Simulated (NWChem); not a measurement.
System: SiH₄O₃; SMILES O[SiH](O)O

Parts of the log:

```
             Northwest Computational Chemistry Package (NWChem) 7.3.0
             --------------------------------------------------------

 C1  symmetry detected

                             Geometry "geometry" -> ""
                             -------------------------

 Output coordinates in angstroms (scale by  1.889725989 to convert to a.u.)

  No.       Tag          Charge          X              Y              Z
 ---- ---------------- ---------- -------------- -------------- --------------
    1 Si                  14.0000     0.02022285    -0.03437226     0.34346876
    2 O                    8.0000     0.98764113     1.17224591    -0.25892240
    3 O                    8.0000    -1.49667196     0.35479133    -0.18136621
    4 O                    8.0000     0.40144816    -1.54315344    -0.20211003
    5 H                    1.0000     0.14838322    -0.12668945     1.81589128
    6 H                    1.0000     1.90091669     1.19423907     0.03989393
    7 H                    1.0000    -1.62428472     1.27934180    -0.41369025
    8 H                    1.0000     0.15252627    -1.73675021    -1.11146845

 Effective nuclear repulsion energy (a.u.)     187.5218951601

                                 NWChem DFT Module
                                 -----------------

 Summary of "ao basis" -> "ao basis" (spherical)
 ------------------------------------------------------------------------------
       Tag                 Description            Shells   Functions and Types
 ---------------- ------------------------------  ------  ---------------------
 Si                         def2-svp                 8       18   4s3p1d
 O                          def2-svp                 6       14   3s2p1d
 H                          def2-svp                 3        5   2s1p

            General Information
            -------------------
          SCF calculation type: DFT
          Wavefunction type:  closed shell.
          No. of atoms     :     8
          No. of electrons :    42
           Alpha electrons :    21
            Beta electrons :    21
          Charge           :     0
          Spin multiplicity:     1
          Use of symmetry is: off; symmetry adaption is: off
          Maximum number of iterations: 150
          AO basis - number of functions:    80
                     number of shells:    38
          Convergence on energy requested:  1.00D-06
          Convergence on density requested:  1.00D-05
          Convergence on gradient requested:  5.00D-04

              XC Information
              --------------
                        M06-L Method XC Functional
                         M06-L Exchange Functional  1.000
                       M06-L Correlation Potential  1.000

             Grid Information
             ----------------
          Grid used for XC integration:  medium
          Radial quadrature: Mura-Knowles
          Angular quadrature: Lebedev.
          Tag              B.-S. Rad. Rad. Pts. Rad. Cut. Ang. Pts.
          ---              ---------- --------- --------- ---------
          Si                  1.10       88           8.0       590
          O                   0.60       49          10.0       434
          H                   0.35       45          10.0       434
          Grid pruning is: on
          Number of quadrature shells:   415
          Spatial weights used:  Erf1

      Superposition of Atomic Density Guess
      -------------------------------------

 Sum of atomic energies:        -514.80912197

      Non-variational initial energy
      ------------------------------

 Total energy =    -516.051668
 1-e energy   =   -1084.067896
 2-e energy   =     380.494333
 HOMO         =      -0.431300
 LUMO         =       0.060063

     ---------------------------------------------
      Total Density - Mulliken Population Analysis
     ---------------------------------------------

    Atom       Charge   Shell Charges
 -----------   ------   -------------------------------------------------------
    1 Si  14    12.64   2.00  1.99  0.83  0.12  5.93  0.88  0.51  0.38
    2 O    8     8.77   1.99  1.10  0.63  3.09  1.95  0.00
    3 O    8     8.76   1.99  1.10  0.63  3.09  1.94  0.00
    4 O    8     8.76   1.99  1.10  0.63  3.09  1.94  0.00
    5 H    1     1.11   0.70  0.41  0.01
    6 H    1     0.65   0.52  0.07  0.06
    7 H    1     0.65   0.52  0.07  0.06
    8 H    1     0.65   0.52  0.07  0.06

   convergence    iter        energy       DeltaE   RMS-Dens  Diis-err
 ---------------- ----- ----------------- --------- --------- ---------
 d= 0,ls=0.0,diis     1   -517.2994359370 -7.05D+02  1.75D-02  9.72D-01
 d= 0,ls=0.0,diis     2   -517.2060629428  9.34D-02  1.06D-02  2.06D+00
 d= 0,ls=0.0,diis     3   -517.4060512660 -2.00D-01  8.91D-04  1.82D-02
 d= 0,ls=0.0,diis     4   -517.4076442828 -1.59D-03  1.70D-04  3.15D-04
 d= 0,ls=0.0,diis     5   -517.4056803869  1.96D-03  1.39D-04  4.09D-04
  Resetting Diis
 d= 0,ls=0.0,diis     6   -517.4057255748 -4.52D-05  2.03D-05  2.37D-04
 d= 0,ls=0.0,diis     7   -517.4057205811  4.99D-06  5.58D-04  2.50D-04
 d= 0,ls=0.0,diis     8   -517.4057946721 -7.41D-05  1.05D-04  6.41D-05
 d= 0,ls=0.0,diis     9   -517.4057943357  3.36D-07  5.92D-05  7.12D-05
 d= 0,ls=0.0,diis    10   -517.4058010961 -6.76D-06  1.01D-05  6.77D-07
 d= 0,ls=0.0,diis    11   -517.4058011831 -8.70D-08  2.86D-06  1.23D-07

         Total DFT energy =     -517.405801183061
      One electron energy =    -1087.989492625953
           Coulomb energy =      431.400536203464
    Exchange-Corr. energy =      -48.338739920668
 Nuclear repulsion energy =      187.521895160095

 Numeric. integr. density =       41.999998627122

                       DFT Final Molecular Orbital Analysis
                       ------------------------------------

 Vector   19  Occ=2.000000D+00  E=-2.937337D-01
              MO Center=  3.8D-02,  2.7D-01, -1.1D-01, r^2= 3.0D+00
   Bfn.  Coefficient  Atom+Function         Bfn.  Coefficient  Atom+Function
  ----- ------------  ---------------      ----- ------------  ---------------
    24      0.399579  2 O  pz                38     -0.308800  3 O  pz
    27      0.301812  2 O  pz                41     -0.243639  3 O  pz
    50     -0.187882  4 O  px                53     -0.150118  4 O  px
    52      0.146963  4 O  pz                51     -0.142639  4 O  py
    36      0.140336  3 O  px                61     -0.126155  5 H  s

 Vector   20  Occ=2.000000D+00  E=-2.794417D-01
              MO Center=  1.4D-01,  1.9D-01,  6.9D-02, r^2= 3.1D+00
   Bfn.  Coefficient  Atom+Function         Bfn.  Coefficient  Atom+Function
  ----- ------------  ---------------      ----- ------------  ---------------
    24      0.328790  2 O  pz                38      0.290709  3 O  pz
    51      0.270878  4 O  py                27      0.252832  2 O  pz
    41      0.220197  3 O  pz                23      0.200323  2 O  py
    54      0.199482  4 O  py                61     -0.197306  5 H  s
    62     -0.177021  5 H  s                 26      0.148591  2 O  py

 Vector   21  Occ=2.000000D+00  E=-2.748219D-01
              MO Center= -5.2D-02, -2.2D-01, -4.8D-02, r^2= 3.1D+00
   Bfn.  Coefficient  Atom+Function         Bfn.  Coefficient  Atom+Function
  ----- ------------  ---------------      ----- ------------  ---------------
    50      0.360092  4 O  px                38     -0.320653  3 O  pz
    23      0.296144  2 O  py                53      0.277586  4 O  px
    41     -0.246178  3 O  pz                26      0.229539  2 O  py
    61      0.151583  5 H  s                 62      0.142056  5 H  s
    52     -0.129764  4 O  pz                37     -0.125017  3 O  py

 Vector   22  Occ=0.000000D+00  E= 3.985413D-02
              MO Center=  3.2D-01,  3.1D-01, -3.0D-01, r^2= 6.0D+00
   Bfn.  Coefficient  Atom+Function         Bfn.  Coefficient  Atom+Function
  ----- ------------  ---------------      ----- ------------  ---------------
    67      0.659821  6 H  s                 72      0.572164  7 H  s
    21     -0.530351  2 O  s                 77      0.525469  8 H  s
     4      0.518973  1 Si s                 49     -0.465942  4 O  s
    35     -0.453170  3 O  s                 62     -0.393958  5 H  s
     3      0.186549  1 Si s                 20     -0.174507  2 O  s

 Vector   23  Occ=0.000000D+00  E= 6.219206D-02
              MO Center=  2.2D-02,  6.4D-01,  1.4D-01, r^2= 5.3D+00
   Bfn.  Coefficient  Atom+Function         Bfn.  Coefficient  Atom+Function
  ----- ------------  ---------------      ----- ------------  ---------------
    72      0.698622  7 H  s                 35     -0.628769  3 O  s
    67     -0.613406  6 H  s                 21      0.530096  2 O  s
    11     -0.501448  1 Si px                12     -0.235756  1 Si py
    25      0.212147  2 O  px                 8     -0.199229  1 Si px
    71      0.194293  7 H  s                 40     -0.161579  3 O  py

 Vector   24  Occ=0.000000D+00  E= 6.564445D-02
              MO Center=  2.8D-01, -4.8D-01, -3.9D-01, r^2= 5.4D+00
   Bfn.  Coefficient  Atom+Function         Bfn.  Coefficient  Atom+Function
  ----- ------------  ---------------      ----- ------------  ---------------
    77      0.837943  8 H  s                 49     -0.729560  4 O  s
    67     -0.518238  6 H  s                 12     -0.449541  1 Si py
    21      0.395142  2 O  s                 11      0.384906  1 Si px
    35      0.337345  3 O  s                 72     -0.227025  7 H  s
    76      0.220891  8 H  s                 55      0.206349  4 O  pz

     ---------------------------------------------
      Total Density - Mulliken Population Analysis
     ---------------------------------------------

[...]
```

Level: M06-L/def2-SVP. The geometry was optimised at PBE0/def2-SVP.

Reconstruct the input file.

One answer among several that fit: the input that was run:
```
start job
memory heap 200 mb stack 900 mb global 1100 mb
geometry units angstroms noautoz
  Si     0.078014    -0.005280     0.481311
  O     -1.347435     0.197018    -0.344444
  O      0.581544    -1.522466     0.066011
  O      1.254850     1.076008     0.074761
  H     -0.122963     0.191193     1.935265
  H     -1.866809     0.979584    -0.140267
  H     -0.109626    -2.108952    -0.255503
  H      1.677772     0.936128    -0.778436
end
basis spherical
  * library def2-svp
end
dft
  xc m06-l
  iterations 150
  mulliken
end
task dft energy
```
